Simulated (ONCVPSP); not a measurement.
# Ranking ONCV potentials for C

All share these settings but for the change named:

C, optimised norm-conserving Vanderbilt (ONCV), made with ONCVPSP 4.0.1 (PBE, non-relativistic). Core [He], reference 2s2 2p2. Waves: 2s: rc 1.30 bohr, ncon 4, nbas 7, qcut 5.6 1/bohr, 2 projectors, debl 1.7 Ha; 2p: rc 1.95 bohr, ncon 4, nbas 8, qcut 6.3 1/bohr, 2 projectors, debl 1.4 Ha. Local part: polynomial inside 1.05 bohr (lpopt 3, dvloc0 0 Ha). Core correction: Teter function, fcfact 4.75, rcfact 1.3.

Cutoff: the first of the cutoffs (Ha) at which the residual kinetic energy of the hardest occupied pseudo-wave falls to 1 and 0.1 mHa per electron; the density cutoff is not measured.

The base gives 16 Ha.

Of 9 variants that were run, those that failed, showed a ghost or another fault, or gave nearly equal values are left out.

A variant can come out equal or close to the base.

Rank these variants from softest to hardest (loose cutoff).
A. s: qcut 7; p: qcut 7.9
B. s: qcut 5.1; p: qcut 5.7
C. s: qcut 4.6; p: qcut 5.2
D. s: qcut 8.1; p: qcut 9.1
E. s: qcut 3.7; p: qcut 4.2

A (18 Ha), D (20 Ha), B (25 Ha), C (36 Ha), E (56 Ha).
